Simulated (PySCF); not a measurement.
Match the calculated data to a structure.

All candidates are C4H9FSi2.

* UV, strongest line: among the 8 lowest singlet transitions: S7 at 7.82 eV (159 nm, f = 0.526) [TDDFT CAM-B3LYP/def2-SVPD]
* UV, first state: lowest singlet excitation: 5.33 eV (233 nm, f = 0.003) [TDDFT CAM-B3LYP/def2-SVPD]
* Rotational structure: rotational constants A, B, C: 2.500, 0.787, 0.631 GHz [GFN2-xTB]
* NMR, other nuclei: isotropic shieldings of nuclei other than C and H, by class: 420 (1 F), 387 (1 Si), 448 (1 Si) ppm [GIAO PBE0/pcSseg-1]
* 13C NMR: chemical shifts (computed TMS as zero) by class: 113.6 (1 C), 95.6 (1 C), 80.7 (1 C), -8.4 (1 C) ppm [GIAO PBE0/pcSseg-1]
* Dipole: 2.41 D [CAM-B3LYP/def2-SVPD]

Gas-phase values; electronic properties from PySCF, density fitting. Levels stand in brackets. Isolated species at its GFN2-xTB geometry (one conformer only). Each NMR value is the plain mean over a class of atoms that symmetry, rotation or inversion makes alike.

Task: Which candidate is it?
A. `C[SiH2][C@H](F)C#C[SiH3]`
B. `C=C1[C@@H]([SiH3])C[Si@H]1F`
C. `CC#C[Si@H](F)C[SiH3]`
D. `FC[C@@H]1C=C[SiH2][SiH2]1`
E. `F[C@H]1C[SiH2]C=C[SiH2]1`

Result: A. It is `C[SiH2][C@H](F)C#C[SiH3]`. Numbering: `[CH3:1][SiH2:2][C@H:3]([F:4])[C:5]#[C:6][SiH3:7]`. Its formula, C4H9FSi2, gives 2 degrees of unsaturation: 0 rings and 2 π bonds in the structure found. 4 carbons fall into 4 classes; from least to most shielded: alkyne carbon [C5] (113.6 ppm), alkyne carbon [C6] (95.6 ppm), sp3 C–F carbon [C3] (80.7 ppm), Si-methyl carbon [C1] (-8.4 ppm). The other shieldings belong to: 420 ppm, alkyl fluorine [F4]; 387 ppm, SiH2 silicon [Si2]; 448 ppm, SiH3 silicon [Si7]. The optimised geometry has point group C1 and is an asymmetric top.

The others, at the same levels:
- `CC#C[Si@H](F)C[SiH3]` fails: its computed 13C shifts are 113.0 (1 C), 85.9 (1 C), 5.8 (1 C), -2.8 (1 C) ppm, rotational constant A is 4.121 GHz (against 2.500 GHz) and smallest rotational constant is 0.605 GHz (against 0.631 GHz).
- `C=C1[C@@H]([SiH3])C[Si@H]1F` fails: its computed 13C shifts are 169.7 (1 C), 133.7 (1 C), 26.0 (1 C), 23.1 (1 C) ppm and smallest rotational constant is 1.057 GHz (against 0.631 GHz).
- `F[C@H]1C[SiH2]C=C[SiH2]1` fails: its computed 13C shifts are 155.0 (1 C), 153.4 (1 C), 85.9 (1 C), 19.2 (1 C) ppm, rotational constant A is 2.395 GHz (against 2.500 GHz) and smallest rotational constant is 1.002 GHz (against 0.631 GHz).
- `FC[C@@H]1C=C[SiH2][SiH2]1` fails: its computed 13C shifts are 163.3 (1 C), 136.0 (1 C), 88.1 (1 C), 41.8 (1 C) ppm and smallest rotational constant is 1.214 GHz (against 0.631 GHz).

Each candidate is one conformer, not necessarily the lowest. Dipoles, sizes and rotational constants follow the conformer. The torsions of the flexible species, by atom-mapped SMILES:
- `[CH3:1][SiH2:2][C@H:3]([F:4])[C:5]#[C:6][SiH3:7]`: C1–Si2–C3–F4 180°
- `[CH3:1][C:2]#[C:3][Si@H:4]([F:5])[CH2:6][SiH3:7]`: C3–Si4–C6–Si7 174°

The conformers of `F[C@H]1C[SiH2]C=C[SiH2]1` and `FC[C@@H]1C=C[SiH2][SiH2]1` aren't listed.
